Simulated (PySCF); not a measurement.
Numbering as in the mapped SMILES `[CH:1]#[C:2][C:3]1=[CH:4][SiH2:5][CH:6]=[CH:7][SiH2:8]1` (H(Xn): hydrogen on atom n).

[PySCF 2.14: geometry from GFN2-xTB; σ from GIAO-PBE0/pcSseg-1; no relativistic terms; rapidly exchanging positions averaged; gas phase; single conformer]

Referencing at the same level of theory: TMS for 13C.

Q: Do the 13C shifts follow the atomic charges (in e)? Tabulate both.

A: 
```tsv
atoms	hybridisation	δ (ppm)	σ para (ppm)	Hirshfeld	IAO	Mulliken	ESP-fitted
C4	sp2	160.6	-230	-0.12	-0.39	-0.31	-0.34
C7	sp2	153.0	-226	-0.13	-0.40	-0.41	-0.30
C6	sp2	153.0	-225	-0.13	-0.40	-0.40	-0.28
C3	sp2	144.0	-219	-0.07	-0.26	-0.54	+0.06
C1	sp	93.9	-166	-0.10	-0.24	-0.36	-0.36
C2	sp	89.7	-152	-0.04	-0.02	+0.40	-0.07
```

Correlation coefficients of δ with charge over these carbons: Hirshfeld -0.66, IAO -0.87, Mulliken -0.65, ESP-fitted -0.14; with the paramagnetic shielding -0.99. Among the 4 sp2 carbons alone: Hirshfeld -0.74, IAO -0.82, Mulliken +1.00, ESP-fitted -0.90. With so few points, grouped by hybridisation, these coefficients are fragile. Charge is one influence among several: hybridisation and low-lying excitations act through the paramagnetic term.

Shifts are as computed. Against solution values, carbons near 30 ppm lie about +3 ppm off and those near 130 ppm about +5 ppm. Of 1211 compounds with measured shifts, 218 miss one by over three times the rms of a fit or turn the order of signals round; such compounds aren't used in these exercises.
